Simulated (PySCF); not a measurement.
BH4O4, SMILES [B-](O)(O)(O)O, charge -1. The structure is a stationary point at PBE0-D3(BJ)/def2-SVPD. The values are those of a single conformer.

These are PySCF 2.14.0 with PBE0-D3(BJ)/def2-SVPD values and carry that method's errors.

Harmonic wavenumbers (cm⁻¹): 168, 206, 280, 280, 361, 403, 479, 479, 516, 738, 863, 863, 992, 994, 1048, 1201, 1201, 3939, 3941, 3941, 3944. Rotational constants (GHz): 5.035, 5.035, 4.559; symmetry number 2.

### Question
Work out the zero-point energy and the ideal-gas rigid-rotor harmonic-oscillator thermochemistry at 298.15 K and 1 atm.

### Answer
ZPE = ½ Σ hcν = ½ × 26840 cm⁻¹ = 38.37 kcal/mol. H − E(el) = 43.10 kcal/mol. Entropy in cal/(mol K): translation 39.01, rotation 24.06, vibration 12.65, total 75.72. G − E(el) = 20.53 kcal/mol. Cp = 25.27 cal/(mol K).
